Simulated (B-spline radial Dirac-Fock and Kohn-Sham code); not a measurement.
Magnetic form factor of the 5d shell of Pb¹²⁺

System: Pb¹²⁺, configuration [Xe] 4f14 5d2.

Method: configuration-average Dirac-Fock orbitals. Computed with a radial B-spline solver. ⟨j_K⟩ is the integral of the 5d radial density with the spherical Bessel function j_K(4πsr), s = sin θ/λ.

```
s (Å⁻¹)     ⟨j0⟩     ⟨j2⟩     ⟨j4⟩
      0   1.0000   0.0000   0.0000
   0.05   0.9769   0.0092   0.0000
    0.1   0.9104   0.0352   0.0005
   0.15   0.8081   0.0738   0.0022
    0.2   0.6812   0.1188   0.0063
   0.25   0.5426   0.1633   0.0137
    0.3   0.4046   0.2014   0.0250
   0.35   0.2780   0.2283   0.0399
    0.4   0.1701   0.2417   0.0574
   0.45   0.0850   0.2411   0.0760
    0.5   0.0237   0.2280   0.0940
    0.6  -0.0361   0.1757   0.1218
    0.7  -0.0376   0.1106   0.1323
    0.8  -0.0130   0.0534   0.1245
    0.9   0.0146   0.0143   0.1035
      1   0.0338  -0.0058   0.0766
    1.1   0.0421  -0.0114   0.0502
    1.2   0.0413  -0.0079   0.0281
    1.4   0.0261   0.0075   0.0021
    1.6   0.0096   0.0186  -0.0039
```

Radial moments of the shell: ⟨r²⟩ = 1.265, ⟨r⁴⟩ = 2.292, ⟨r⁶⟩ = 5.558 in powers of bohr.
